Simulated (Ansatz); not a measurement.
A run on `[SnH3][CH]1O[SiH2]1` with other settings.

```yaml
crystal:
  periodic: [false, false, false]
  atoms:
    - {symbol: Sn, position_ang: [-0.285092, 1.646049, 0.275927]}
    - {symbol: C, position_ang: [-0.355976, -0.485835, 0.458917]}
    - {symbol: O, position_ang: [0.948324, -1.106231, 0.823666]}
    - {symbol: Si, position_ang: [0.455036, -1.633733, -0.673410]}
    - {symbol: H, position_ang: [0.941684, 2.043335, -0.842574]}
    - {symbol: H, position_ang: [0.059791, 2.357124, 1.789117]}
    - {symbol: H, position_ang: [-1.795801, 2.208013, -0.292977]}
    - {symbol: H, position_ang: [-1.167062, -0.868430, 1.080052]}
    - {symbol: H, position_ang: [0.057586, -3.054451, -0.773308]}
    - {symbol: H, position_ang: [1.224712, -1.156942, -1.842410]}
basis:
  gaussian: {orbitals: def2-SVP, fitting: {mean_field: def2-universal-jkfit}}
magnetization: {spin_polarized: true, initial_magnetization: 0}
hamiltonian: {xc: {name: r2SCANh}}
output: {forces: true}
```

```sh
$ ansatz run in.yaml --threads 4 --pin off --events-out ev --progress --plain --max-ram 10444MiB
```

Output, abridged:

```
Functional definition: r2SCANh
606 factors; integrals over basis functions are off by at most 3.6e-1 eV
mean field evaluation 1: about -16877.8180 eV, gradient 3.4e1 eV
mean field evaluation 2: about -16856.8796 eV, gradient 7.5e1 eV
mean field evaluation 4: about -16882.9642 eV, gradient 6.6e0 eV
mean field evaluation 8: about -16883.1522 eV, gradient 3.8e-2 eV
mean field -16883.15216203 eV, -620.4443981430 hartree, gradient 5.3e-5 eV, S^2 0.000000; 0 other end points of the search recorded, 0 dependent functions left out
reference -16883.15217541 eV, -620.4443986349 hartree; 28, 28 occupied and 74, 74 virtual orbitals, 606 factors
Total energy: -16883.15217541 eV, -620.4443986349 hartree
Atom 0 at    -0.285092     1.646049     0.275927 Å, force    -0.000016     0.166039    -0.007519 eV/Å
Atom 1 at    -0.355976    -0.485835     0.458917 Å, force     0.115758     0.065368     0.069430 eV/Å
Atom 2 at     0.948324    -1.106231     0.823666 Å, force     0.148145     0.283003     0.587545 eV/Å
Atom 3 at     0.455036    -1.633733    -0.673410 Å, force    -0.014466    -0.418700    -0.766186 eV/Å
Atom 4 at     0.941684     2.043335    -0.842574 Å, force     0.034990     0.002814    -0.022532 eV/Å
Atom 5 at     0.059791     2.357124     1.789117 Å, force     0.015383     0.009463     0.035242 eV/Å
Atom 6 at    -1.795801     2.208013    -0.292977 Å, force    -0.036416     0.020811    -0.017495 eV/Å
Atom 7 at    -1.167062    -0.868430     1.080052 Å, force    -0.245102    -0.107494     0.177444 eV/Å
Atom 8 at     0.057586    -3.054451    -0.773308 Å, force    -0.032115    -0.045680    -0.004725 eV/Å
Atom 9 at     1.224712    -1.156942    -1.842410 Å, force     0.013839     0.024376    -0.051204 eV/Å
Dipole moment:    -0.214648    -0.125948    -0.289009 e Å
```

Hardware: 4 threads of an Arm Neoverse V1 on a shared host. Wall time 3.4 s, peak host memory 0.3 GiB.
